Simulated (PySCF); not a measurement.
Compound: C8H10S.
SMILES with atom numbers: `[CH:1]#[C:2][C@@:3]1([CH:4]2[CH2:5][CH2:6][CH2:7]2)[CH2:8][S:9]1` (hydrogens: H10 on C1; H11 on C4; H12, H13 on C5; H14, H15 on C6; H16, H17 on C7; H18, H19 on C8)

All values: wB97X-D/def2-SVPD (PySCF, non-relativistic), on one gas-phase PBE0-D3(BJ)/def2-SVP geometry that isn't relaxed in the solvent. The solvent is an IEF-PCM continuum (Bondi radii, 1.10 Å for H, scaled by 1.2). Specific hydrogen bonds and non-electrostatic terms are outside this model.

Gas phase at wB97X-D/def2-SVPD: HOMO -8.55 eV, LUMO 1.17 eV, dipole 1.78 D.

Task: What does the continuum do to the energy, the frontier levels and the dipole at wB97X-D/def2-SVPD in methanol and dimethylsulfoxide?

Result: 
```json
{"solvent": "methanol", "ε": "32.61", "E(solvent) − E(gas) (kcal/mol)": "-4.50", "polarisation term (kcal/mol)": "-5.36", "distortion of the solute (kcal/mol)": "0.86", "HOMO (eV)": "-8.72", "LUMO (eV)": "1.07", "dipole (D)": "2.68"}
{"solvent": "dimethylsulfoxide", "ε": "46.83", "E(solvent) − E(gas) (kcal/mol)": "-4.58", "polarisation term (kcal/mol)": "-5.48", "distortion of the solute (kcal/mol)": "0.90", "HOMO (eV)": "-8.72", "LUMO (eV)": "1.07", "dipole (D)": "2.70"}
```

The polarisation term is half the interaction of the solute with the surface charges that it induces; the rest is the cost of distorting the solute's density. The sum is the electrostatic part of solvation alone. From methanol to dimethylsulfoxide the lowering changes by a factor 1.02, Onsager's factor (ε − 1)/(2ε + 1) by 1.01 and ε itself by 1.4.

Task: Which radius a makes the point-dipole formula ΔE = −[(ε − 1)/(2ε + 1)]·μ²/a³ give the value in dimethylsulfoxide, with the gas-phase dipole?

Result: μ = 0.699 au and |ΔE| = 0.00730 Eh give a = 1.69 Å; the farthest nucleus lies 4.40 Å from the centroid of the nuclei, so such a sphere wouldn't even hold the nuclei. The formula assumes a rigid point dipole at the centre of a sphere.

Task: How does the static polarisability (wB97X-D/def2-SVPD, frozen core, with the continuum's full static response) change?

Result: 
```json
{"medium": "gas", "isotropic (au)": "107.9", "principal values (au)": "92.7, 106.6, 124.3", "⟨r²⟩ of the electrons (bohr²)": "1401.9"}
{"medium": "methanol", "isotropic (au)": "151.0", "principal values (au)": "135.0, 145.1, 173.0", "⟨r²⟩ of the electrons (bohr²)": "1400.8"}
{"medium": "dimethylsulfoxide", "isotropic (au)": "152.0", "principal values (au)": "136.0, 145.9, 174.0", "⟨r²⟩ of the electrons (bohr²)": "1400.8"}
```

The isotropic value in dimethylsulfoxide is 1.41 times the gas-phase one; no cavity-field correction is applied. ⟨r²⟩ is taken about the centre of nuclear charge.

Conformer computed: `[CH:1]#[C:2][C@@:3]1([CH:4]2[CH2:5][CH2:6][CH2:7]2)[CH2:8][S:9]1`: C2–C3–C4–C5 -71°.

The pairwise dispersion term of wB97X-D wasn't added to the energies; at a given geometry it leaves orbitals and properties as they are.
